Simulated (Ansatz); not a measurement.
One change: `O[SiH2]OBF` becomes `COBF`.

Ansatz, PBE0-D4/def2-TZVP geometries, multiplicity 1. Each molecule was computed in one conformer, which needn't be the lowest.

| property | `O[SiH2]OBF` |
| --- | --- |
| LUMO energy (PBE/def2-TZVPP) / eV | -0.89 |
| HOMO–LUMO gap (ωB97M-V/def2-TZVPP) / eV | 13.18 |
| HOMO energy (ωB97M-V/def2-TZVPP) / eV | -11.52 |
| HOMO energy (PBE0/def2-TZVPP) / eV | -9.24 |
| size of the dipole moment (PBE/def2-TZVPP) / D | 2.11 |
| HOMO–LUMO gap (PBE0/def2-TZVPP) / eV | 9.32 |

Task: Give the same properties after the change, and the shifts. (Estimate.)

Result: Ansatz gave: 
```
                                      property  `COBF`  shift
             LUMO energy (PBE/def2-TZVPP) / eV   -0.61   0.28
       HOMO–LUMO gap (ωB97M-V/def2-TZVPP) / eV   13.88   0.70
         HOMO energy (ωB97M-V/def2-TZVPP) / eV  -11.71  -0.19
            HOMO energy (PBE0/def2-TZVPP) / eV   -9.31  -0.07
size of the dipole moment (PBE/def2-TZVPP) / D    2.42   0.31
          HOMO–LUMO gap (PBE0/def2-TZVPP) / eV    9.69   0.37
```

With PBE0 the HOMO falls by 0.07 eV and the LUMO rises by 0.31 eV, so the gap widens by about 0.38 eV. PBE moves the HOMO by 0.04 eV and ωB97M-V by -0.19 eV. The zero-point energy changes by 16.0 kJ/mol with -3 modes. Dipoles are sizes alone; their direction can turn.
